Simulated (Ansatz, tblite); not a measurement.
Spin states of the cluster AlCu2, each relaxed with PBE-D4/def2-TZVP in Ansatz. Electronic energies in the gas phase.

The xTB rows come from tblite. Correlated methods freeze 23 core orbitals. In CCSD on the charge 0 doublet the largest single amplitude is 0.20, so its Hartree–Fock determinant may place the open shell otherwise than the density functionals do. The structure comes from a short search, and lower isomers may exist.

Doublet geometry (C2v within 0.1 Å):

```xyz
3

Al   -0.997   -0.481   -0.949
Cu    0.706    1.169   -0.212
Cu    0.291   -0.688    1.161
```

Quartet geometry (C2v within 0.1 Å):

```
atom   x (Å)   y (Å)   z (Å)
 Al1   0.538  -0.515  -1.094
 Cu2  -0.927  -0.759   0.701
 Cu3   0.389   1.273   0.393
```

⟨S²⟩: doublet 0.76 at PBE0-D4/def2-TZVP (pure 0.75), quartet 3.76 at PBE0-D4/def2-TZVP (pure 3.75).

Run but left out: HF/STO-3G, HF/def2-TZVPP, MP2/def2-TZVP, MP2/def2-TZVPP (doublet: ⟨S²⟩ 1.04 to 3.98, where a pure state has 0.75); HF/def2-TZVP (doublet: a determinant that CCSD turns far, T1 0.058).

Only these spin states were relaxed.

| level | quartet − doublet (kJ/mol) | lowest of these | remarks |
| --- | --- | --- | --- |
| GFN1-xTB | 307.0 | doublet | – |
| GFN2-xTB | 201.3 | doublet | – |
| PBE-D4/def2-TZVP | 136.4 | doublet | – |
| revPBE-D4/def2-TZVP | 132.8 | doublet | – |
| r2SCAN-D4/def2-TZVP | 113.4 | doublet | – |
| r2SCANh-D4/def2-TZVP | 108.8 | doublet | – |
| PBE0-D4/def2-TZVP | 117.5 | doublet | – |
| r2SCAN0-D4/def2-TZVP | 102.3 | doublet | – |
| BHLYP-D4/def2-TZVP | 128.8 | doublet | – |
| PBE-QIDH/def2-TZVP | 105.1 | doublet | – |
| RPA@PBE/def2-TZVP | 126.6 | doublet | – |
| CCSD/def2-TZVPP | 109.2 | doublet | large T1 (0.058) (doublet), spin-contaminated (⟨S²⟩ 1.07) (doublet) |
| CCSD(T)/def2-TZVPP | 118.6 | doublet | large T1 (0.058) (doublet), spin-contaminated (⟨S²⟩ 1.07) (doublet) |

Change of the quartet − doublet gap on mixing in exact exchange, in kJ/mol: PBE to PBE0 (25 % exact exchange) -19.0; r2SCAN to r2SCANh (10 % exact exchange) -4.6; r2SCAN to r2SCAN0 (25 % exact exchange) -11.1.

The xTB methods have no term that favours high spin, so they put low spin too low.
